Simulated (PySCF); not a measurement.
A structure optimised at PBE-D3(BJ)/def2-SVP, used in a PySCF frequency run:

```xyz
8

N      0.3995     1.1361     1.4475
Si     0.1705    -0.0933     0.2709
O      1.6179    -0.6930    -0.2664
F     -0.7331    -1.2283     1.0119
Cl    -0.8399     0.4393    -1.4478
H      0.8789     1.9977     1.1747
H     -0.3789     1.3429     2.0791
H      2.2489    -0.8574     0.4577
```
Charge 0, spin multiplicity 1.

Question: Write its SMILES and formula.

Answer: N[Si@@](O)(F)Cl, ClFH3NOSi

Question: What are its rotational constants (standard atomic weights)?

Answer: 3.7970, 2.3296, 2.2756 GHz
